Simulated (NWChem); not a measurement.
C2H6F2Si; SMILES FC[SiH2]CF

```xyz
11

F      1.8395     0.4008    -0.8922
C      1.3849    -0.6456    -0.1092
Si     0.0000     0.0000     1.0170
C     -1.3849     0.6456    -0.1092
F     -1.8395    -0.4008    -0.8922
H      0.9978    -1.4437    -0.7675
H      2.2308    -1.0662     0.4623
H     -0.5058    -1.1169     1.8709
H      0.5058     1.1169     1.8709
H     -2.2308     1.0662     0.4623
H     -0.9978     1.4437    -0.7675
```
Atoms are numbered in this order, from 1.

Computed with NWChem. Pople sets run with spherical d functions. Medium grid unless said otherwise, to which SCAN and Minnesota functionals are sensitive. All runs use the structure optimised with PBE0/def2-SVP. Hybrids' shares of exact exchange are those that their runs print; pure functionals count as 0. The functionals differ in more than this share.

```csv
row,share of exact exchange,highest occupied level (eV)
PBE/6-31G*,0.00,-6.57
SCAN/6-31G*,0.00,-7.02
TPSSh/6-31G*,0.10,-7.38
B3LYP/6-31G*,0.20,withheld
M06/6-31G*,0.27,-8.25
PW6B95/6-31G*,0.28,-8.31
```

Problem. Fit a straight line of the last column on the one before it, predict the withheld value, and compare with the run.

Solution. 
1. Means of the 5 shown rows: x = 0.130, y = -7.506. Slope Σ(x − x̄)(y − ȳ)/Σ(x − x̄)² = -0.4134/0.07680 = -5.383; intercept -6.806.
2. The shown rows scatter about the line by 0.143 (root mean square); the largest residual is +0.24, at PBE/6-31G*.
3. At x = 0.20 (B3LYP/6-31G*; inside the shown range) the line gives -7.88.
4. The run gives -7.91, -0.03 from the line, 0.2 times the scatter.
